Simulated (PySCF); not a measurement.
CH9AlO2Si2, triplet, at the geometry of the source list (a higher spin typed on purpose: for a closed-shell molecule this is an excited state) (in this run its highest filled SCF level lies above zero, so its values depend strongly on the basis, on diffuse functions most of all), atoms displaced at random by about 0.03 Å a coordinate; PBE0/STO-3G, gradient by finite differences in PySCF.

The PySCF input:
```python
from pyscf import gto, scf, dft

mol = gto.M(
    atom='''
Al    0.24626776    0.35041421    0.30157632
C     1.08433175    1.75398538    1.46468015
H     1.76565299    1.25158056    2.21786259
H     0.38845806    2.30617613    1.97209958
H     1.74379393    2.40889600    0.86031553
O    -0.89156674    0.80310807   -0.82390500
Si   -1.94502549    1.21677045   -1.92536907
H    -3.32041693    0.89496469   -1.38800743
H    -1.76374141    0.47523422   -3.13599275
H    -1.87240669    2.67627662   -2.17942058
O     0.53896593   -1.36791715    0.46585188
Si    0.94823517   -2.86573703    0.53531522
H    -0.36842079   -3.57002338    0.86381658
H     1.93123092   -3.08443405    1.52801881
H     1.44319010   -3.23750588   -0.79538835
''',
    basis='sto-3g',
    spin=2,
    verbose=4,
)

mf = dft.UKS(mol)
mf.xc = 'pbe0'
mf.conv_tol = 1e-11
mf.kernel()
scan, done = mf.as_scanner(), []
scan.scf_summary = {}
def energy(d):
    c = mol.atom_coords()
    c[3, 2] += d
    e = scan(mol.set_geom_(c, unit='Bohr', inplace=False))
    done.append(scan.converged)
    return e
h = 0.2
fd = (energy(h) - energy(-h)) / (2 * h)
print('dE/dx =', fd)
```

**Question.** What does PySCF print? Leave out banner, timings and long lists.

**Answer.** 
```
PySCF version 2.14.0

[INPUT] verbose = 4
[INPUT] num. atoms = 15
[INPUT] num. electrons = 72
[INPUT] charge = 0
[INPUT] spin (= nelec alpha-beta = 2S) = 2
[INPUT] symmetry False subgroup None
[INPUT] Mole.unit = angstrom
[INPUT] Symbol           X                Y                Z      unit          X                Y                Z       unit  Magmom
[...]
nuclear repulsion = 416.239857466144
number of shells = 33
number of NR pGTOs = 153
number of NR cGTOs = 51
basis = sto-3g
ecp = {}

******** <class 'pyscf.dft.uks.UKS'> ********
method = UKS
initial guess = minao
damping factor = 0
level_shift factor = 0
DIIS = <class 'pyscf.scf.diis.CDIIS'>
diis_start_cycle = 1
diis_space = 8
diis_damp = 0
SCF conv_tol = 1e-11
SCF conv_tol_grad = None
SCF max_cycles = 50
direct_scf = True
direct_scf_tol = 1e-13
number electrons alpha = 37  beta = 35
XC library pyscf.dft.libxc version 7.1.2
    S. Lehtola, C. Steigemann, M. J. T. Oliveira, and M. A. L. Marques,  SoftwareX 7, 1–5 (2018)
XC functionals = pbe0
    C. Adamo and V. Barone,  J. Chem. Phys. 110, 6158 (1999)
    M. Ernzerhof and G. E. Scuseria,  J. Chem. Phys. 110, 5029 (1999)
radial grids:
    Treutler-Ahlrichs [JCP 102, 346 (1995); DOI:10.1063/1.469408] (M4) radial grids

becke partition: Becke, JCP 88, 2547 (1988); DOI:10.1063/1.454033
pruning grids: <function nwchem_prune>
grids dens level: 3
symmetrized grids: False
atomic radii adjust function: <function treutler_atomic_radii_adjust>
small_rho_cutoff = 0
Set gradient conv threshold to 3.16228e-06
tot grids = 188096
init E= -1002.5803249675

cycle= 1 E= -1001.93805436074  delta_E= 0.642  |g|= 0.727  |ddm|= 3.51

cycle= 2 E= -997.993212270833  delta_E= 3.94  |g|= 2.48  |ddm|= 5.62

cycle= 3 E= -1002.27358089914  delta_E= -4.28  |g|= 0.531  |ddm|= 5.23

cycle= 4 E= -1002.12339546234  delta_E= 0.15  |g|= 0.672  |ddm|= 1.93

cycle= 5 E= -1002.45666957373  delta_E= -0.333  |g|= 0.108  |ddm|= 1.17

cycle= 6 E= -1002.46300764394  delta_E= -0.00634  |g|= 0.103  |ddm|= 0.48

cycle= 7 E= -1002.46891222558  delta_E= -0.0059  |g|= 0.0486  |ddm|= 0.119

cycle= 8 E= -1002.46963150316  delta_E= -0.000719  |g|= 0.0408  |ddm|= 0.0613

cycle= 9 E= -1002.47097813199  delta_E= -0.00135  |g|= 0.0178  |ddm|= 0.105

cycle= 10 E= -1002.47151859107  delta_E= -0.00054  |g|= 0.00639  |ddm|=  0.1

cycle= 11 E= -1002.47178961561  delta_E= -0.000271  |g|= 0.00344  |ddm|= 0.0972

cycle= 12 E= -1002.47183109674  delta_E= -4.15e-05  |g|= 0.00686  |ddm|= 0.036

[...]
converged SCF energy = -1002.47239634461  <S^2> = 2.0073033  2S+1 = 3.0048649
converged SCF energy = -1002.47623379053  <S^2> = 2.00738  2S+1 = 3.004916
[...]
atomic radii adjust function: <function treutler_atomic_radii_adjust>
small_rho_cutoff = 0
Set gradient conv threshold to 3.16228e-06
tot grids = 188096
init E= -1002.48791698824

cycle= 1 E= -1002.46156783572  delta_E= 0.0263  |g|= 0.0208  |ddm|= 0.183

cycle= 2 E= -1002.46126132681  delta_E= 0.000307  |g|= 0.0328  |ddm|= 0.122

cycle= 3 E= -1002.46140583394  delta_E= -0.000145  |g|= 0.0303  |ddm|= 0.112

cycle= 4 E= -1002.46205833864  delta_E= -0.000653  |g|= 0.00512  |ddm|= 0.062

cycle= 5 E= -1002.46208362592  delta_E= -2.53e-05  |g|= 0.00118  |ddm|= 0.0163

cycle= 6 E= -1002.46209097989  delta_E= -7.35e-06  |g|= 0.00101  |ddm|= 0.0156

cycle= 7 E= -1002.46209832515  delta_E= -7.35e-06  |g|= 0.000771  |ddm|= 0.0226

cycle= 8 E= -1002.46210170049  delta_E= -3.38e-06  |g|= 0.00052  |ddm|= 0.0173

cycle= 9 E= -1002.46210274532  delta_E= -1.04e-06  |g|= 0.000429  |ddm|= 0.00384

cycle= 10 E= -1002.46210440614  delta_E= -1.66e-06  |g|= 0.000314  |ddm|= 0.00615

cycle= 11 E= -1002.46210772747  delta_E= -3.32e-06  |g|= 0.000209  |ddm|= 0.0134

cycle= 12 E= -1002.4621089141  delta_E= -1.19e-06  |g|= 0.000202  |ddm|= 0.00504

cycle= 13 E= -1002.46211485463  delta_E= -5.94e-06  |g|= 0.000399  |ddm|= 0.0315

cycle= 14 E= -1002.46211881806  delta_E= -3.96e-06  |g|= 0.000697  |ddm|= 0.0414

cycle= 15 E= -1002.46211849086  delta_E= 3.27e-07  |g|= 0.00109  |ddm|= 0.00597

cycle= 16 E= -1002.46211795867  delta_E= 5.32e-07  |g|= 0.00134  |ddm|= 0.000656

cycle= 17 E= -1002.46211987173  delta_E= -1.91e-06  |g|= 0.000238  |ddm|= 0.00677

cycle= 18 E= -1002.46212010867  delta_E= -2.37e-07  |g|= 2.81e-05  |ddm|= 0.00857

cycle= 19 E= -1002.46212013016  delta_E= -2.15e-08  |g|= 5.12e-05  |ddm|= 0.00333

cycle= 20 E= -1002.46212013476  delta_E= -4.59e-09  |g|= 2.22e-05  |ddm|= 0.000776

cycle= 21 E= -1002.46212013694  delta_E= -2.18e-09  |g|= 1.06e-05  |ddm|= 0.000277

cycle= 22 E= -1002.4621201385  delta_E= -1.56e-09  |g|= 6.53e-06  |ddm|= 0.000437

cycle= 23 E= -1002.46212013958  delta_E= -1.08e-09  |g|= 1.19e-05  |ddm|= 0.000363

cycle= 24 E= -1002.46212013979  delta_E= -2.09e-10  |g|= 9.3e-06  |ddm|= 0.000454

cycle= 25 E= -1002.46212014032  delta_E= -5.35e-10  |g|= 6.17e-06  |ddm|= 0.00034

cycle= 26 E= -1002.46212014033  delta_E= -6.59e-12  |g|= 3.06e-06  |ddm|= 6.69e-05

Extra cycle  E= -1002.46212014026  delta_E= 6.68e-11  |g|= 1.09e-05  |ddm|= 2.72e-05
converged SCF energy = -1002.46212014026  <S^2> = 2.0071668  2S+1 = 3.004774
dE/dx = -0.035284125662542465
```
